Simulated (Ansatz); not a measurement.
One change: `C#[C][Al]([F])[Cl]` becomes `[F][Al]([Cl])[Cl]`.

Ansatz, PBE0-D4/def2-TZVP geometries, multiplicity 1. 

```tsv
property	`C#[C][Al]([F])[Cl]`
HOMO energy (B3LYP/def2-TZVPP) / eV	-8.48
LUMO energy (PBE/def2-TZVPP) / eV	-2.32
HOMO energy (ωB97M-V/def2-TZVPP) / eV	-11.02
HOMO–LUMO gap (ωB97M-V/def2-TZVPP) / eV	11.34
size of the dipole moment (B3LYP/def2-TZVPP) / D	2.04
LUMO energy (PBE0/def2-TZVPP) / eV	-1.49
```

**Question.** What does the change do to each property? (Estimate.)

**Answer.** Ansatz gave: 
```json
{"property": "HOMO energy (B3LYP/def2-TZVPP) / eV", "`[F][Al]([Cl])[Cl]`": "-9.33", "shift": "-0.85"}
{"property": "LUMO energy (PBE/def2-TZVPP) / eV", "`[F][Al]([Cl])[Cl]`": "-2.17", "shift": "0.15"}
{"property": "HOMO energy (ωB97M-V/def2-TZVPP) / eV", "`[F][Al]([Cl])[Cl]`": "-11.89", "shift": "-0.87"}
{"property": "HOMO–LUMO gap (ωB97M-V/def2-TZVPP) / eV", "`[F][Al]([Cl])[Cl]`": "12.30", "shift": "0.96"}
{"property": "size of the dipole moment (B3LYP/def2-TZVPP) / D", "`[F][Al]([Cl])[Cl]`": "0.47", "shift": "-1.57"}
{"property": "LUMO energy (PBE0/def2-TZVPP) / eV", "`[F][Al]([Cl])[Cl]`": "-1.31", "shift": "0.18"}
```

With PBE0 the HOMO falls by 0.87 eV and the LUMO rises by 0.18 eV, so the gap widens by about 1.05 eV. PBE moves the HOMO by -0.67 eV and ωB97M-V by -0.87 eV. The zero-point energy changes by -45.4 kJ/mol with -6 modes. Dipoles are sizes alone; their direction can turn.

B3LYP here is the variant with VWN-RPA as its local correlation; programs differ in this.
